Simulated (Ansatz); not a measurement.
`O/C(F)=[CH]\[GeH3]` and `C=C(O)F` differ in one atom or group.

Ansatz, PBE0-D4/def2-TZVP geometries, multiplicity 1. Each molecule was computed in one conformer, which needn't be the lowest.

Scalar relativity is left out up to krypton.

| property | `O/C(F)=[CH]\[GeH3]` |
| --- | --- |
| HOMO energy (PBE0/def2-TZVPP) / eV | -7.01 |
| LUMO energy (PBE/def2-TZVPP) / eV | -0.56 |
| HOMO–LUMO gap (PBE/def2-TZVPP) / eV | 5.22 |
| HOMO energy (ωB97M-V/def2-TZVPP) / eV | -9.23 |
| size of the dipole moment (B3LYP/def2-TZVPP) / D | 1.48 |
| LUMO energy (B3LYP/def2-TZVPP) / eV | 0.13 |

(1) What does the change do to each property? (Estimate.)

Answers

(1) Ansatz gave: 
```json
{"property": "HOMO energy (PBE0/def2-TZVPP) / eV", "`C=C(O)F`": "-6.92", "shift": "0.09"}
{"property": "LUMO energy (PBE/def2-TZVPP) / eV", "`C=C(O)F`": "0.03", "shift": "0.59"}
{"property": "HOMO–LUMO gap (PBE/def2-TZVPP) / eV", "`C=C(O)F`": "5.68", "shift": "0.46"}
{"property": "HOMO energy (ωB97M-V/def2-TZVPP) / eV", "`C=C(O)F`": "-9.19", "shift": "0.04"}
{"property": "size of the dipole moment (B3LYP/def2-TZVPP) / D", "`C=C(O)F`": "1.01", "shift": "-0.47"}
{"property": "LUMO energy (B3LYP/def2-TZVPP) / eV", "`C=C(O)F`": "0.58", "shift": "0.45"}
```

With PBE0 the HOMO rises by 0.09 eV and the LUMO rises by 0.62 eV, so the gap widens by about 0.53 eV. PBE moves the HOMO by 0.13 eV and ωB97M-V by 0.04 eV. The zero-point energy changes by -36.3 kJ/mol with -9 modes. Dipoles are sizes alone; their direction can turn.

B3LYP here is the variant with VWN-RPA as its local correlation; programs differ in this.
